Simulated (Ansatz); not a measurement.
Start from `BBBr` and change one element to get `BBCl`.

Ansatz, PBE0-D4/def2-TZVP geometries, multiplicity 1. 

Scalar relativity is left out up to krypton.

```csv
property,`BBBr`
LUMO energy (PBE/def2-TZVPP) / eV,-3.08
size of the dipole moment (B3LYP/def2-TZVPP) / D,0.76
HOMO energy (ωB97M-V/def2-TZVPP) / eV,-10.14
LUMO energy (B3LYP/def2-TZVPP) / eV,-2.28
"ideal-gas entropy at 298 K and 1 bar (rigid rotor, harmonic PBE0-D4/def2-TZVP) / J/(mol·K)",293
HOMO–LUMO gap (PBE/def2-TZVPP) / eV,3.61
```

(1) Give the same properties after the change, and the shifts. (Best estimate.)

## Answers

(1) Ansatz gave: 
```tsv
property	`BBCl`	shift
LUMO energy (PBE/def2-TZVPP) / eV	-3.13	-0.05
size of the dipole moment (B3LYP/def2-TZVPP) / D	0.76	0.00
HOMO energy (ωB97M-V/def2-TZVPP) / eV	-10.35	-0.21
LUMO energy (B3LYP/def2-TZVPP) / eV	-2.31	-0.03
ideal-gas entropy at 298 K and 1 bar (rigid rotor, harmonic PBE0-D4/def2-TZVP) / J/(mol·K)	280	-13
HOMO–LUMO gap (PBE/def2-TZVPP) / eV	3.64	0.03
```

Dipoles are sizes alone; their direction can turn.

B3LYP here is the variant with VWN-RPA as its local correlation; programs differ in this.

Spin–orbit coupling is left out; it splits and shifts lone-pair levels of the heavy atoms by tenths of an eV.
